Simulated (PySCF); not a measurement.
# Spin-rotation constants: SMILES O=C=C(CC)[Se]C#N, C5H5NOSe

Molfile (atoms numbered from 1):
```
C5H5NOSe
     RDKit          3D

 13 12  0  0  0  0  0  0  0  0999 V2000
   -0.4730   -1.4255    0.2991 C   0  0  0  0  0  0  0  0  0  0  0  0
   -1.0124   -0.3076   -0.5875 C   0  0  0  0  0  0  0  0  0  0  0  0
   -0.2187    0.9591   -0.4350 C   0  0  0  0  0  0  0  0  0  0  0  0
   -0.5431    2.0675    0.1572 C   0  0  0  0  0  0  0  0  0  0  0  0
   -0.7751    3.0926    0.6505 O   0  0  0  0  0  0  0  0  0  0  0  0
    1.5803    1.0784   -1.1658 Se  0  0  0  0  0  2  0  0  0  0  0  0
    2.4624    0.3955    0.2833 C   0  0  0  0  0  0  0  0  0  0  0  0
    3.0153   -0.0307    1.1933 N   0  0  0  0  0  0  0  0  0  0  0  0
   -0.5173   -1.1399    1.3473 H   0  0  0  0  0  0  0  0  0  0  0  0
   -1.0592   -2.3298    0.1567 H   0  0  0  0  0  0  0  0  0  0  0  0
    0.5641   -1.6424    0.0481 H   0  0  0  0  0  0  0  0  0  0  0  0
   -2.0521   -0.0932   -0.3316 H   0  0  0  0  0  0  0  0  0  0  0  0
   -0.9755   -0.6237   -1.6336 H   0  0  0  0  0  0  0  0  0  0  0  0
  1  2  1  0
  2  3  1  0
  3  4  2  0
  4  5  2  0
  3  6  1  0
  6  7  1  0
  7  8  3  0
  1  9  1  0
  1 10  1  0
  1 11  1  0
  2 12  1  0
  2 13  1  0
M  END
```

Theory: GIAO CAM-B3LYP/pcSseg-1 magnetisability, rotational g tensor and spin-rotation constants, non-relativistic, gas phase (PySCF 2.14.0). Geometry: GFN2-xTB.

The calculation is non-relativistic, which matters for the atoms heavier than Zn.

**Question.** Give the nuclear spin-rotation constants along the inertial axes (H = +C I·J) beside the isotropic shieldings.

**Answer.** Rotational constants 1.5393, 1.1956, 0.9660 GHz. A star marks the isotopologue with that one atom substituted, in its own axes.
| atom | isotope | Caa (kHz) | Cbb (kHz) | Ccc (kHz) | mean (kHz) | σ (ppm) |
| --- | --- | --- | --- | --- | --- | --- |
| N8 | 14N | 0.309 | 0.269 | 0.120 | 0.233 | -90.3 |
| H9 | 1H | -0.171 | -0.126 | 0.013 | -0.095 | 30.6 |
| H10 | 1H | -0.155 | -0.001 | -0.095 | -0.084 | 30.4 |
| H11 | 1H | 0.040 | -0.117 | -0.111 | -0.063 | 29.7 |
| H12 | 1H | 0.043 | -0.124 | -0.104 | -0.061 | 29.1 |
| H13 | 1H | -0.151 | -0.130 | 0.018 | -0.088 | 29.5 |
| C1 | 13C* | 0.244 | 0.164 | 0.128 | 0.179 | 167.5 |
| C2 | 13C* | 0.244 | 0.196 | 0.141 | 0.193 | 158.6 |
| C3 | 13C* | 0.299 | 0.230 | 0.139 | 0.223 | 145.1 |
| C4 | 13C* | 0.649 | 0.441 | 0.437 | 0.509 | -12.7 |
| O5 | 17O* | -0.431 | -0.397 | -0.428 | -0.419 | -36.8 |
| Se6 | 77Se* | 2.036 | 2.546 | 1.909 | 2.163 | 1453.8 |
| C7 | 13C* | 0.560 | 0.454 | 0.159 | 0.391 | 62.6 |

For the geometry as given, no vibrational averaging.

**Question.** How do the rotational constants and the g tensor change when H9, H10, H11, H12, H13 are replaced by deuterium?

**Answer.** Constants 1.3982, 1.1484, 0.8958 GHz; g -0.0171, -0.0159, -0.0106, against -0.0173, -0.0177, -0.0112 before.
